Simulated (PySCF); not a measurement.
Frontier levels across methods

C₄H₅ClSi.
Structure used (PBE0-D3(BJ)/def2-SVP), in Å, numbered top down from 1:
```
atom  x, y, z in Å
Cl1    1.2863   -0.0099   -0.1093
C2    -0.4329   -0.1384   -0.2557
C3    -1.1115   -1.3021   -0.2654
Si4   -2.9126   -0.8342   -0.4515
C5    -2.5301    1.0026   -0.4980
C6    -1.1949    1.1285   -0.3793
H7    -0.6171   -2.2702   -0.1833
H8    -3.7663   -1.2363    0.7072
H9    -3.5413   -1.3507   -1.7049
H10   -3.1898    1.8674   -0.5913
H11   -0.6495    2.0772   -0.3667
```

Basis pcSseg-2 throughout (PySCF), one geometry. Isolated species at its PBE0-D3(BJ)/def2-SVP geometry, gas phase.

How do the orbital energies, the gap and the dipole change with the method?

```
   method                    kind  HOMO (eV)  LUMO (eV)  gap (eV)  μ (D)  SCF cycles
     BLYP                     GGA      -5.81      -2.59      3.22   1.16          16
    B97-D                     GGA      -5.91      -2.65      3.26   1.19          17
      KT2                     GGA      -5.98      -2.74      3.24   1.22          17
      KT3                     GGA      -5.98      -2.71      3.27   1.20          17
     OPBE                     GGA      -5.99      -2.70      3.29   1.15          17
      PBE                     GGA      -6.00      -2.76      3.24   1.15          16
     BP86                     GGA      -6.08      -2.84      3.24   1.17          16
      LDA                     LDA      -6.18      -2.96      3.22   1.22          16
    B97-2           global hybrid      -6.78      -1.92      4.86   1.24          14
    B3LYP           global hybrid      -6.79      -2.06      4.74   1.24          14
     PBE0           global hybrid      -7.03      -1.89      5.14   1.24          14
 mPW1PW91           global hybrid      -7.04      -1.90      5.14   1.24          14
BHandHLYP           global hybrid      -7.86      -0.84      7.02   1.33          12
CAM-B3LYP  range-separated hybrid      -8.27      -0.75      7.51   1.29          12
  wB97X-D  range-separated hybrid      -8.82      -0.13      8.69   1.28          13
       HF            Hartree–Fock      -9.11       1.70     10.81   1.38          12
  LC-wPBE  range-separated hybrid      -9.64       0.29      9.93   1.29          14
```

The HOMO spans 3.83 eV, from BLYP down to LC-wPBE, and the gap runs from 3.22 eV (LDA) to 10.81 eV (HF). Over the methods BLYP (0 %), B97-D (0 %), KT2 (0 %), KT3 (0 %), OPBE (0 %), PBE (0 %), BP86 (0 %), LDA (0 %), B97-2 (21 %), B3LYP (20 %), PBE0 (25 %), mPW1PW91 (25 %), BHandHLYP (50 %), HF (100 %), a straight line through the gap against the share of exact exchange rises by 0.76 eV for each 10 % (correlation coefficient 1.000). The dipole ranges from 1.15 D (OPBE) to 1.38 D (HF). This basis has no diffuse functions.

The vertical ΔSCF ionisation energy at PBE0/def2-SVPD is 8.88 eV; −ε(HOMO) comes closest to it with wB97X-D (8.82 eV).
